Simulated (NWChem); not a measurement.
System: C₈H₆N₂S; SMILES c1cnc(-c2cccs2)nc1

NWChem input:

```
start job
memory heap 200 mb stack 900 mb global 1100 mb
geometry units angstroms noautosym nocenter noautoz
  C     -0.128754     3.386062     0.000000
  C     -1.238293     2.543398     0.000000
  N     -1.125259     1.222354     0.000000
  C      0.115484     0.718327     0.000000
  C      0.243331    -0.733980     0.000000
  C      1.398401    -1.485973     0.000000
  C      1.139497    -2.878247     0.000000
  C     -0.206672    -3.156127     0.000000
  S     -1.164033    -1.736320     0.000000
  N      1.245653     1.436500     0.000000
  C      1.114684     2.755392     0.000000
  H     -0.226569     4.472595     0.000000
  H     -2.256697     2.950342     0.000000
  H      2.384825    -1.022032     0.000000
  H      1.912839    -3.647547     0.000000
  H     -0.684687    -4.135441     0.000000
  H      2.041923     3.341274     0.000000
end
basis spherical
  C library 6-31g*
  N library 6-31g*
  S library 6-31g*
  H library 6-31g*
end
dft
  xc hfexch
  iterations 150
end
property
  efieldgrad
end
task dft property
```

Coordinates come from a PBE0/def2-SVP optimisation. No frequency run checked for a minimum.

Vzz is the largest principal value of the second derivative of the potential at the nucleus (NWChem prints the opposite sign); η is the asymmetry. Non-relativistic.

Atoms are numbered as in the input.

Task: Give the results of this calculation. (Hartree-Fock/6-31G* (spherical d).) Quantities: Vzz N3 (a.u.); η N3; Vzz S9 (a.u.); η S9; Vzz N10 (a.u.); η N10.

Result: 
| Quantity | Result |
|---|---|
| Vzz N3 (a.u.) | -1.010 |
| η N3 | 0.19 |
| Vzz S9 (a.u.) | 1.943 |
| η S9 | 0.64 |
| Vzz N10 (a.u.) | -1.023 |
| η N10 | 0.19 |
